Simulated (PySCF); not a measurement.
**Energy of Hg⁺ (mercury, charge +1) between two integer charges**

The 6s alpha orbital of [Xe] 4f14 5d10 6s1 is emptied in steps (occupation f), with all orbitals relaxed, ending at [Xe] 4f14 5d10. Computed with PySCF 2.14 in aug-cc-pVTZ-PP with ECP60MDF (6s6p5d3f2g, 88 functions), with scalar relativity through the core potential. The exact energy is a straight line in f; departures are measured from the line between the end points of the same method.

```csv
f,BHandHLYP (eV),wB97X (eV),r2SCAN0 (eV)
1,0.000,0.000,0.000
0.75,-0.370,-0.125,-0.502
0.5,-0.495,-0.166,-0.672
0.25,-0.373,-0.123,-0.504
0,0.000,0.000,0.000
```

**Question.** For BHandHLYP, how does the orbital energy at f = 1 compare with the removal energy?

**Answer.** −ε = 16.529 eV against a total-energy difference of 18.493 eV. By Janak's theorem ε = ∂E/∂f, so the gap between them reflects the curvature. Along the path −ε is 17.502 (f = 0.75), 18.485 (f = 0.5), 19.480 (f = 0.25) eV.

```tsv
method	E(f=0) − E(f=1) (eV)	−ε at f=1 (eV)	−ε at f=0.5 (eV)
BHandHLYP	18.493	16.529	18.485
wB97X	18.337	17.672	18.341
r2SCAN0	18.786	16.121	18.778
```

Reference removal energy between the ground levels: 18.757 eV (measured; NIST Atomic Spectra Database, ionization energies).
